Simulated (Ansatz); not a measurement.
```yaml
crystal:
  periodic: [false, false, false]
  atoms:
    - {symbol: C, position_ang: [-1.223543, 0.576876, -0.204963]}
    - {symbol: C, position_ang: [-1.072716, 0.070929, -0.187524]}
    - {symbol: Si, position_ang: [0.628627, -0.887527, 0.389334]}
    - {symbol: C, position_ang: [1.289299, 0.443703, -0.534908]}
    - {symbol: N, position_ang: [0.154880, 1.180307, -0.636583]}
    - {symbol: H, position_ang: [-1.914535, 1.399625, -0.720206]}
    - {symbol: H, position_ang: [-2.175772, -0.673968, 0.764260]}
    - {symbol: H, position_ang: [1.099094, -2.330661, 0.019394]}
    - {symbol: H, position_ang: [0.793971, -0.966197, 1.762963]}
    - {symbol: H, position_ang: [2.158187, 0.864612, -0.604954]}
basis:
  gaussian: {orbitals: x2c-TZVPPall}
hamiltonian: {xc: {name: M06-2X}}
accuracy: high
output: {forces: true}
```

```sh
$ ansatz run in.yaml --threads 2 --pin off --events-out ev --progress --plain --max-ram 4352MiB
```

How does Ansatz answer? (Best estimate.)

The calculation gave: The input was rejected before any iteration.
```
Error: YAML parse error: error: line 16 column 19: hamiltonian.xc: no functional is named "M06-2X"; the names, which are not case-sensitive, are SVWN5, SPW92, PBE, PBE0, PBEsol, revPBE, revPBE0, RPBE, rPW86-PBE, HSE06, wPBEh, LC-wPBE, HISS, HF, BLYP, B3LYP, B3LYP5, BHLYP, CAM-B3LYP, r2SCAN, r2SCANh, r2SCAN0, r2SCAN50, m-r2SCAN, B97, wB97, wB97X, wB97X-V, B97M-V, wB97M-V, B2PLYP, B2GP-PLYP, PBE0-DH, PBE-QIDH
  --> <input>:16:19
   |
14 | basis:
15 |   gaussian: {orbitals: x2c-TZVPPall}
16 | hamiltonian: {xc: {name: M06-2X}}
   |                   ^ hamiltonian.xc: no functional is named "M06-2X"; the names, which are not case-sensitive, are SVWN5, SPW92, PBE, PBE0, PBEsol, revPBE, revPBE0, RPBE, rPW86-PBE, HSE06, wPBEh, LC-wPBE, HISS, HF, BLYP, B3LYP, B3LYP5, BHLYP, CAM-B3LYP, r2SCAN, r2SCANh, r2SCAN0, r2SCAN50, m-r2SCAN, B97, wB97, wB97X, wB97X-V, B97M-V, wB97M-V, B2PLYP, B2GP-PLYP, PBE0-DH, PBE-QIDH
17 | accuracy: high
18 | output: {forces: true}
   |
```

HSE06 is defined as in plane-wave codes.
